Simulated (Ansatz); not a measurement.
Species: AlH₂F, charge 0, singlet. AlH2F (SMILES [F][AlH2]).
B3LYP-D3(BJ)/def2-TZVP minimum from Ansatz (a program for electronic structure):
```
Al
F 1 1.6554
H 1 1.5699 2 116.96
H 1 1.5699 3 126.08 2 -180.00
```

Wanted: atomisation energy (electronic, to ground-state atoms), in kJ/mol. Open shells are spin-unrestricted; no spin-orbit coupling. CBS(X,Y): correlation extrapolated as X^-3, Hartree-Fock from the larger set (Q,5: extrapolated as (X+1)exp(-9√X)). A bracket is a step between two methods taken in the basis named. Functionals run without relativity, which enters their misses. Double hybrids freeze cores in their MP2 part. 'core' is core correlation in cc-pwCVTZ (1s frozen past Ne), 'X2C' scalar relativity in cc-pVTZ-DK, both at CCSD(T). For partners of very few electrons the exact lower level stands in for a higher one.

CCSD(T)/CBS(cc-pV(Q+d)Z,cc-pV(5+d)Z) + [CCSDT(Q) - CCSD(T)]/cc-pV(Q+d)Z + [CCSDTQ - CCSDT(Q)]/cc-pV(D+d)Z + core + X2C (Ansatz) gives 1199.8 kJ/mol.

### Question
How far off this value is PBE/def2-TZVPD (Ansatz), in which direction, and which of these levels come nearer: r2SCAN/def2-TZVPD, B3LYP/def2-TZVPD, PBE0/def2-TZVPD, wB97M-V/def2-TZVPD, B2PLYP/def2-TZVPD, CCSD(T)/CBS(cc-pV(Q+d)Z,cc-pV(5+d)Z) + core + X2C?

### Answer
PBE gives 1170.0 kJ/mol, 29.8 kJ/mol below it. Differences of the others: r2SCAN/def2-TZVPD (Ansatz) -10.1; B3LYP/def2-TZVPD (Ansatz) -18.8; PBE0/def2-TZVPD (Ansatz) -45.7; wB97M-V/def2-TZVPD (Ansatz) -7.3; B2PLYP/def2-TZVPD (Ansatz) -19.0; CCSD(T)/CBS(cc-pV(Q+d)Z,cc-pV(5+d)Z) + core + X2C (Ansatz) 0.6 kJ/mol. Nearer than PBE: r2SCAN/def2-TZVPD, B3LYP/def2-TZVPD, wB97M-V/def2-TZVPD, B2PLYP/def2-TZVPD, CCSD(T)/CBS(cc-pV(Q+d)Z,cc-pV(5+d)Z) + core + X2C.
